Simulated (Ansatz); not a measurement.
A run for Ansatz (a program for electronic structure): U-wB97X-V/def2-TZVPP on CH4Sn (SMILES [CH3][SnH]), a point of a bond scan (R = 1.787 Å). Elements past Kr take the def2 small-core potentials; no spin–orbit coupling.

Ansatz 0.2 input:
```yaml
crystal:
  periodic: [false, false, false]
  atoms:
    - {symbol: Sn, position_ang: [0.00983745, 0.25050043, 0.24518718]}
    - {symbol: H, position_ang: [-0.34594591, 1.41339688, -1.06484958]}
    - {symbol: C, position_ang: [-0.01334196, -1.45640015, -1.15807253]}
    - {symbol: H, position_ang: [0.73724523, -1.29419038, -1.93601312]}
    - {symbol: H, position_ang: [-0.98669425, -1.50317430, -1.65333226]}
    - {symbol: H, position_ang: [0.18357434, -2.40265271, -0.65672900]}
basis:
  gaussian:
    orbitals: def2-TZVPP
hamiltonian:
  xc: {name: wB97X-V}
magnetization: {spin_polarized: true, initial_magnetization: 0}
```

Output:

```
WARN ansatz: RAYON_NUM_THREADS=1 ignored (pool sized by the plan → 1); use --threads N
Functional definition: wB97X-V
integrals: 0.06 GiB planned
848 factors; their error is unknown
integrals: 0.09 GiB planned
210 factors; integrals over basis functions are off by at most 1.3e-5 eV
mean field: 0.78 GiB planned
mean field evaluation 1: about -6928.5626 eV, gradient 2.8e1 eV
mean field evaluation 2: about -6929.5183 eV, gradient 2.4e1 eV
mean field evaluation 4: about -6932.3511 eV, gradient 7.1e-1 eV
mean field evaluation 8: about -6932.4026 eV, gradient 2.5e-1 eV
mean field evaluation 16: about -6932.4028 eV, gradient 1.1e-4 eV
mean field -6932.40277806 eV, -254.7611031424 hartree, gradient 1.8e-5 eV, S^2 0.000000; 1 other end points of the search recorded, 0 dependent functions left out
reference -6932.40277609 eV, -254.7611030701 hartree; 16, 16 occupied and 121, 121 virtual orbitals, 848 factors
Total energy: -6932.40277609 eV, -254.7611030701 hartree
```

The calculation finished and met its thresholds.

Cost: roughly 8 core-seconds.
